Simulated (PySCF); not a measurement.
# TDDFT excited states: C4H9BrF2Si

Compound: TMS-CBrF2, C₄H₉BrF₂Si.
Numbering: `[CH3:1][Si:2]([CH3:3])([CH3:4])[C:5]([F:6])([F:7])[Br:8]` (hydrogens: H9, H10, H11 on C1; H12, H13, H14 on C3; H15, H16, H17 on C4)

Theory: TDDFT CAM-B3LYP/def2-SVPD, vertical, gas phase, core orbitals frozen in the response (PySCF 2.14.0, density-fitted response routines). Geometry: PBE0-D3(BJ)/def2-SVP; no solvent, vibrations or thermal averaging. The CAM-B3LYP/def2-SVPD calculation is non-relativistic and has no spin–orbit coupling, an omission that weighs most on bromine. Torsions of this conformer, `[CH3:1][Si:2]([CH3:3])([CH3:4])[C:5]([F:6])([F:7])[Br:8]`: C1–Si2–C5–F6 178°.

Problem. Predict the UV-vis stick spectrum at this level.

Solution. 

```tsv
state	E (eV)	ν̃ (cm⁻¹)	f	main configurations (H = HOMO, L = LUMO)
S1	6.08	49010	0.024	H→L (82%), H-2→L (10%)
S2	6.19	49940	0.0002	H-1→L (92%)
S3	7.25	58450	0.209	H-2→L (79%), H→L (9%)
S4	8.00	64530	0.051	H→L+1 (73%), H→L+3 (12%)
S5	8.21	66190	0.081	H-1→L+1 (54%), H-1→L+3 (30%)
S6	8.26	66620	0.0019	H-4→L (91%)
S7	8.30	66960	0.062	H-3→L (85%)
S8	8.43	68000	0.059	H→L+3 (32%), H-3→L+1 (29%), H-2→L+1 (14%)
S9	8.51	68630	0.015	H→L+2 (56%), H→L+8 (11%), H→L+7 (11%)
S10	8.59	69240	0.058	H-4→L+1 (75%)
```

Triplets, Tamm–Dancoff:

```tsv
state	E (eV)	λ (nm)	main configurations (H = HOMO, L = LUMO)
T1	5.32	233.0	H→L (87%)
T2	5.51	225.1	H-1→L (89%)
T3	6.03	205.7	H-2→L (83%)
T4	7.84	158.2	H→L+1 (64%), H→L+3 (14%)
```

The lowest singlet lies at 6.08 eV (204 nm, ultraviolet) and is weak; its leading configuration is HOMO→LUMO (82%). The strongest level in the table is S3 at 7.25 eV (171 nm, f = 0.209). Löwdin shares by element: HOMO bromine 60%, carbon 20% or more, silicon 8%; LUMO bromine 61%, carbon 26% or more. Weighted by f, the mean energy of these states is 7.82 eV. Of the 10 states listed, 8 reach f = 0.01 and 1 stays under 0.0005. The listed states span 2.51 eV, and the widest gap between neighbours is 1.06 eV (S2 to S3). All these states lie below the vertical ionisation energy of 10.38 eV (ΔSCF). The window holds the lowest 10 singlets.
